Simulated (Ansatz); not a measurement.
`CB(F)O[SiH3]` → `FBO[SiH3]` + `[CH2]` (triplet)  (formal loss of a carbene)

Calculated with Ansatz (gas phase, PBE0-D4/def2-TZVP geometries, no zero-point term in ΔE). CBS: MP2 limit from def2 TZ/QZ plus the TZ coupled-cluster correction, frozen cores. This one scheme is used for every species. Functionals use def2-TZVPP. HSE06 is defined as in plane-wave codes. Triplets are unrestricted, without spin–orbit coupling. Each species was taken in one conformer, which may not be the lowest.

| level | ΔE (eV) | difference from CCSD(T)/CBS |
| --- | --- | --- |
| r2SCANh-D4 | 4.85 | -0.20 |
| HSE06-D4 | 5.05 | 0.00 |
| PBE-QIDH | 5.02 | -0.03 |
| r2SCAN0 | 4.80 | -0.25 |
| BHLYP | 4.80 | -0.25 |
| LC-ωPBE | 4.96 | -0.09 |
| CCSD/def2-SVP | 4.77 | -0.28 |
| MP2/def2-TZVPP | 5.05 | 0.00 |
| HF/CBS(def2) | 3.52 | -1.53 |
| CCSD/CBS(def2) | 4.94 | -0.11 |
| CCSD(T)/CBS | 5.05 | 0 |

Q: What do rigid-rotor, harmonic-oscillator terms from PBE0-D4/def2-TZVP frequencies (298.15 K, 1 bar) make of the CCSD(T)/CBS value? (Estimate.)

A: The calculation gave: ΔZPE = -0.29 eV, ΔH = +4.81 eV, ΔS = 148 J/(mol·K), ΔG = +4.36 eV. Open shells count their whole term as degenerate. Modes under 50 cm⁻¹ make the entropy rough.

Largest T1 diagnostic among the species: 0.013.

At CCSD(T), def2-SVP lies −0.20 eV from the extrapolated value and def2-TZVPP −0.12 eV. From r2SCAN to r2SCAN0 (25 % exact exchange), in def2-TZVPP and without D4, ΔE moves by −0.05 eV. Leaving LDA and LC-ωPBE aside and taking each functional with its dispersion term where it has one, the values, not all of them listed here, spread over 0.34 eV, from r2SCAN0-D4 to ωB97X-V. LDA lies +0.77 eV from PBE without D4.
